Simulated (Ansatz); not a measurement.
Stepwise reaction of `C#[C][SnH]([C]#C)[C]#C` with hydrogen, as a gas-phase model of exchange steps in deposition or etching. ΔE in kJ/mol; ΔG adds harmonic PBE0-D4 terms to CCSD(T)/CBS, at 1 bar.

Program: Ansatz. Geometries: PBE0-D4/def2-TZVP. ΔE: electronic, gas phase. CCSD(T)/CBS adds triple-zeta CCSD(T) − MP2 to the extrapolated MP2 energy (def2 sets, frozen cores). This one scheme is used for every species. DFT in def2-TZVPP. B3LYP here is the variant with VWN-RPA as its local correlation; programs differ in this. Elements past krypton have def2 core potentials. For Sn outer-core shells are correlated without core-valence functions, which leaves a few kJ/mol of doubt a bond.

| step | reaction | PBE-D4 | B3LYP-D4 | ωB97M-V | CCSD(T)/CBS | ΔG(500 K) |
| --- | --- | --- | --- | --- | --- | --- |
| 2 | `C#[C][SnH2][C]#C` + H₂ → `C#[C][SnH3]` + `C#C` | -6.4 | -8.0 | -7.5 | 1.3 | 4.3 |
| 3 | `C#[C][SnH3]` + H₂ → `[SnH4]` + `C#C` | -5.5 | -7.5 | -6.6 | 1.2 | 8.0 |

Give the row of step 1, `C#[C][SnH]([C]#C)[C]#C` + H₂ → `C#[C][SnH2][C]#C` + `C#C`. (An estimate is asked.)

Computed: 
```
step                                                    reaction  PBE-D4  B3LYP-D4  ωB97M-V  CCSD(T)/CBS  ΔG(500 K)
   1  `C#[C][SnH]([C]#C)[C]#C` + H₂ → `C#[C][SnH2][C]#C` + `C#C`    -7.6      -8.8     -8.5          1.0        0.8
```

By hand: ΔE of the 3 steps together at CCSD(T)/CBS.

(1.0) + (1.3) + (1.2) = 3.5 kJ/mol, or 1.2 kJ/mol a step.

In ΔE the steps differ by no more than 0.3 kJ/mol. ΔG lies between 0.8 and 8.0 kJ/mol a step. PBE-D4 differs from CCSD(T)/CBS by -8.6 to -6.7 kJ/mol a step. Only this route is followed, and other bonds may react first. Isolated molecules leave out the surface, adducts and barriers. Largest T1 diagnostic: 0.014.
